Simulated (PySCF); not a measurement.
Property card for `C[SiH](C)[SiH2][C@@H](F)[SiH2]C=O`

Species: C₄H₁₃FOSi₃.
Z-matrix (Å and degrees, GFN2-xTB geometry), rows numbered from 1:
```
C 
Si  1  1.9057
C   2  1.9084  1  108.70
Si  2  2.3266  1  111.78  3   122.37
C   4  1.9411  2  109.13  1   -62.24
F   5  1.4069  4  107.25  2    57.10
Si  5  1.9062  4  117.81  2   179.89
C   7  1.9189  5  105.32  4    69.54
O   8  1.2051  7  123.81  5    -1.92
H   1  1.0865  2  111.24  3   -68.42
H   1  1.0867  2  111.88  3    52.03
H   1  1.0861  2  110.96  3   172.22
H   2  1.4789  1  107.66  3  -115.88
H   3  1.0864  2  111.09  1   178.94
H   3  1.0865  2  111.57  1   -61.07
H   3  1.0869  2  111.50  1    58.98
H   4  1.4726  2  114.82  1    54.07
H   4  1.4648  2  116.35  1   179.63
H   5  1.0967  4  108.88  2   -55.30
H   7  1.4662  5  112.74  4  -173.57
H   7  1.4640  5  112.49  4   -47.82
H   8  1.1117  7  117.32  5   177.80
```

Among its groups: C–F bond, Si–H bond and C–Si bond.

**GFN2-xTB geometry**

- Point group of the GFN2-xTB geometry: C1
- Rotational constants A, B, C of the GFN2-xTB geometry: 1.572, 0.484, 0.423 GHz

**PBE0/pcSseg-1 ground state and GIAO shieldings, non-relativistic (PySCF)**

- Dipole moment: 0.97 D
- HOMO energy: -7.10 eV
- LUMO energy: -1.59 eV
- HOMO–LUMO gap: 5.51 eV
- Lowest Hirshfeld atomic charge: -0.21 e on C1/C3
- Highest Hirshfeld atomic charge: +0.33 e on Si7
- 13C chemical shifts (computed TMS as zero) by class: 247.1 (C8), 80.8 (C5), -3.5 (C1), -4.9 (C3) ppm
- 1H chemical shifts (computed TMS as zero) by class: 12.36 (H22), 5.63 (H19), 4.84 (H20), 4.56 (H21), 4.41 (H13), 3.96 (H18), 3.96 (H17), 0.37 (H14/H15/H16), 0.32 (H10/H11/H12) ppm
- Isotropic shieldings of nuclei other than C and H, by class: -616 (O9), 482 (F6), 395 (Si2), 408 (Si7), 421 (Si4) ppm
- Mayer bond orders between heavy atoms: C1–Si2 0.96, Si2–C3 0.95, Si2–Si4 0.92, Si4–C5 0.82, C5–F6 0.78, C5–Si7 0.90, Si7–C8 0.83, C8–O9 1.96

Monoisotopic mass from the formula: 180.0258 u.

With B = h/(8π²I), that is 505.379 GHz u Å² over I, the principal moments of inertia are 321.5, 1043.2 and 1194.1 u Å² (most abundant isotopes). The rotational constants make it an asymmetric top with κ = (2B − A − C)/(A − C) = -0.89, nearer the prolate limit (−1). A dipole of 0.97 D is allowed in C1, and pure rotational transitions are dipole-allowed. The dipole equals about 3.2 × 10⁻³⁰ C·m (1 D = 3.33564 × 10⁻³⁰ C·m).

The structure is a single GFN2-xTB conformer in the gas phase; no vibrational or solvent corrections. NMR classes are plain means over equivalent atoms (diastereotopic ones count apart unless rotation or inversion swaps them), as if these changed places fast; in this geometry the members of some classes differ.
